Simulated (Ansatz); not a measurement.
All numbers were calculated with Ansatz.

Basis-set series for `[F][Sn]([SiH3])([SiH3])[SiH3]`. Total charge 0; spin multiplicity 1. Sn takes the def2 core potential. The geometry is a stationary point of PBE0-D4/def2-TZVP.

```csv
functional,basis,functions,energy (Eh),HOMO (eV),LUMO (eV)
PBE0-D4,def2-SVP,139,-1187.24486,-7.69,-1.24
PBE0-D4,def2-QZVPP,619,-1187.72534,-7.69,-1.43
ωB97M-V,def2-SVP,139,-1187.52113,-9.57,0.55
ωB97M-V,def2-QZVPP,619,-1188.00784,-9.61,0.22
```

Problem. Give the rows for def2-TZVPP. (Estimate.)

Solution. The calculation gave: 
| functional | basis | functions | energy (Eh) | HOMO (eV) | LUMO (eV) |
| --- | --- | --- | --- | --- | --- |
| PBE0-D4 | def2-TZVPP | 333 | -1187.68824 | -7.70 | -1.41 |
| ωB97M-V | def2-TZVPP | 333 | -1187.97297 | -9.61 | 0.30 |

Positive LUMOs are unbound and depend on the basis.
